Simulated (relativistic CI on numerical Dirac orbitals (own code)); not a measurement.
## Ce3+: N4,5 absorption edge

Computed with this model: Dirac-Coulomb-Breit CI, separate exchange-only KLI orbitals for each configuration, QED by a radiative potential, valence Slater integrals scaled by 0.8, multiplet model of core-to-valence dipole absorption; configurations [Xe] 4f → [Kr] 4d9 4f2 5s2 5p6; 300 K; Lorentzian 0.5 eV and Gaussian 0.2 eV FWHM. Energies are those of the free ion, without screening or charge transfer. The branching ratio is the share of the lower-energy edge in the whole absorption, uncertain by about 0.02 where the edges overlap. S is read from ⟨S²⟩ = S(S + 1).

Field parameters in Wybourne normalisation; cubic f-shell fields have B⁴₄ = √(5/14) B⁴₀ and B⁶₄ = −√(7/2) B⁶₀. The field is a parameter set, without covalency.

Computed curve for Oh, B40 = 2150, B60 = 710 cm⁻¹, scaled to 100 at the maximum (points under 2 are left out and the grid is thinned):

```
Energy (eV)  Intensity
      123.3        2.0
      123.6        2.8
      123.8        3.6
      124.1        5.5
      124.4        9.8
      124.6       16.1
      124.9       43.8
      125.1       85.4
      125.4       74.5
      125.7       25.8
      125.9       14.8
      126.2        8.2
      126.5        5.0
      126.7        3.9
      127.0        3.0
      127.3        2.6
      127.5        2.5
      127.8        2.4
      128.1        2.6
      128.3        2.8
      128.6        3.4
      128.8        4.0
      129.1        5.7
      129.4        9.5
      129.6       15.0
      129.9       39.0
      130.2       74.1
      130.4       53.7
      130.7       29.4
      131.0       35.2
      131.2       62.2
      131.5      100.0
      131.8       42.9
      132.0       22.0
      132.3       10.4
      132.5        7.2
      132.8        4.6
      133.1        3.2
      133.3        2.6
      133.6        2.0
```

The ground state has S = 0.50, and the centroid lies at 128.61 eV.
